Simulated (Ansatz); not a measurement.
Harmonic frequencies (cm⁻¹) at PBE0-D4/def2-TZVP from Ansatz: 135, 362, 362, 433, 625, 625, 836, 910, 932, 932, 946, 946, 2213, 2220, 2222, 2222, 2232, 2232.

Which molecule is it?
A. `C[SiH3]`
B. `[SiH3][SiH3]`
C. `O[Si](O)(O)F`
D. `N[SiH](O)Br`

B.
